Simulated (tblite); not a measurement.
Start geometry of `C=CC[C@@H]1OC[C@@H]1OC(F)F` from a force field or distance geometry (Å):
```
atom  x, y, z in Å
C1     3.0601    0.2362   -1.3223
C2     1.7243    0.1415   -1.1092
C3     1.3344   -0.6522    0.1006
C4     0.4750    0.1921    1.0202
O5     0.0611   -0.4655    2.1883
C6    -1.0388   -0.9619    1.5309
C7    -0.9854    0.2771    0.6207
O8    -1.2880    0.0597   -0.6487
C9    -2.1808    0.7511   -1.2781
F10   -3.3292   -0.4348   -1.1073
F11   -2.7867    1.3629    0.0806
H12    3.3688    0.8157   -2.2071
H13    3.7831   -0.2319   -0.6533
H14    1.0052    0.6147   -1.7717
H15    0.8672   -1.5988   -0.1772
H16    2.2670   -0.8601    0.6877
H17    0.8296    1.2020    1.2701
H18   -0.7817   -1.8829    0.9755
H19   -2.0033   -0.9558    2.0586
H20   -1.4939    1.0916    1.1324
H21   -2.8972    1.3162   -1.7723
```

**Question.** What comes out of this run: GFN2-xTB geometry optimisation, gas phase in tblite 0.8.0?

**Answer.** 
```
atom  x, y, z in Å
C1     3.1656    0.5551   -1.2910
C2     1.8903    0.3439   -1.0272
C3     1.3875   -0.6972   -0.0776
C4     0.5365   -0.0759    1.0260
O5     0.0852   -1.0299    1.9968
C6    -1.2860   -0.8419    1.6511
C7    -0.9194    0.2792    0.6725
O8    -1.2658    0.0646   -0.6970
C9    -2.5070    0.4128   -1.0345
F10   -3.4577   -0.2418   -0.3163
F11   -2.7633    1.7289   -0.8104
H12    3.4868    1.3103   -1.9878
H13    3.9448   -0.0283   -0.8281
H14    1.1219    0.9361   -1.5052
H15    0.7783   -1.4261   -0.6164
H16    2.2194   -1.2205    0.3968
H17    1.0843    0.7411    1.5094
H18   -1.7114   -1.7283    1.1723
H19   -1.8953   -0.5500    2.5088
H20   -1.2318    1.2808    0.9783
H21   -2.6720    0.2041   -2.1022
```

The energy falls by 487.0 kJ/mol over 108 L-BFGS steps, the largest force on an atom goes from 8.99 to 0.010 eV/Å, and the atoms move by 0.571 Å rms after alignment. The bond that changes most is C9–F10 (CHF2 carbon to fluorine of a CF2 group), which shortens by 0.300 Å. Bonds longer at the end by more than 0.005 Å: 7 of 21; shorter: 9. Among the angles that change most is O8–C9–H21, from 179.2° to 109.6°. Among the dihedrals that turn most is C7–O8–C9–F11, from -15° to 59°. Rotational constants go from 1669, 728.2, 582.9 to 1637, 694.4, 534.6 MHz. The orientation of the end geometry is arbitrary; only internal coordinates are fixed.

The run took 0.96 s of wall time on one thread, Arm Neoverse V1 (aarch64), shared host with 32 logical CPUs at a one-minute load of 27.

Its GFN2-xTB frequencies are all real (lowest 29 cm⁻¹). One conformer, not necessarily the lowest.

All values are computed, not measured.
